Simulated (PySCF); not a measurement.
Si(H)2(Cl)2 anion (Cl2H2Si), SMILES Cl[SiH2]Cl (connectivity only; charge and spin as stated), charge -1, multiplicity 2. Geometry optimised at TPSSh-D3(BJ)/def2-SVPD. The multiplicity is an assumed one; other spin states were not compared. The isomer is the one that the SMILES or the coordinates give; other isomers of the formula were not compared.

All values below come from TPSSh-D3(BJ)/def2-SVPD (PySCF 2.14.0).

Harmonic wavenumbers (cm⁻¹): 148, 196, 242, 311, 799, 861, 879, 2176, 2199. Rotational constants (GHz): 70.41, 1.309, 1.304; symmetry number 2.

**Question.** Work out the zero-point energy and the ideal-gas rigid-rotor harmonic-oscillator thermochemistry at 298.15 K and 1 atm.

**Answer.** ZPE = ½ Σ hcν = ½ × 7811 cm⁻¹ = 11.17 kcal/mol. H − E(el) = 14.99 kcal/mol. Entropy in cal/(mol K): translation 39.75, rotation 24.02, vibration 8.54, spin 1.38, total 73.68. G − E(el) = -6.98 kcal/mol. Cp = 16.88 cal/(mol K). Modes under 150 cm⁻¹ make the vibrational entropy uncertain.
